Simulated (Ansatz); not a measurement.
`[Li-]1[O]C=CC=[O+]1` → 3 C• + 3 H• + Li• + 2 O•  (atomization)

Gas-phase electronic energies from Ansatz, PBE0-D4/def2-TZVP geometries. CCSD(T)/CBS adds triple-zeta CCSD(T) − MP2 to the extrapolated MP2 energy (def2 sets, frozen cores). This one scheme is used for every species, atoms too. Functionals use def2-TZVPP. Open shells (•) are unrestricted, without spin–orbit coupling. Spin–orbit coupling would lower the free atoms: a little for C, O. Bonds to Li are less sure, by a few kJ/mol each and by 10 to 20 or more in all where they break to atoms, as the def2 sets lack core-valence functions.

| level | ΔE (kJ/mol) |
| --- | --- |
| PBE-QIDH | 3975.8 |
| PBE | 4152.7 |
| MP2/def2-TZVPP | 4005.9 |
| SCS-MP2/def2-QZVPP | 4020.0 |

**Question.** What does CCSD(T)/CBS give? (Best estimate.)

**Answer.** Ansatz gave: +3994.2 kJ/mol. The listed levels differ from it by -18.4, 158.5, 11.7, 25.8 kJ/mol.

Largest T1 diagnostic among the species: 0.018.

The D4 term adds +28.4 kJ/mol with B3LYP and +14.6 kJ/mol with PBE0; it sums over pairs of atoms, weighted by their polarisabilities, and B3LYP, whose exchange is more repulsive, gets the larger term. From PBE to PBE0 (25 % exact exchange), in def2-TZVPP and without D4, ΔE moves by −133.6 kJ/mol: exact exchange takes away binding that semilocal exchange gives to molecules. In def2-TZVPP, CCSD(T) changes the Hartree–Fock value by +1079.3 kJ/mol (the triples alone add +85.7 kJ/mol) and MP2 by +1209.9 kJ/mol; breaking electron pairs costs correlation energy, which Hartree–Fock lacks.

B3LYP here is the variant with VWN-RPA as its local correlation; programs differ in this.

For atomizations the MP2-based limit and the directly extrapolated one differ by several kJ/mol either way, and by 10 to 25 for some Ge, Se and Sn compounds, so smaller differences from it don't rank the levels.
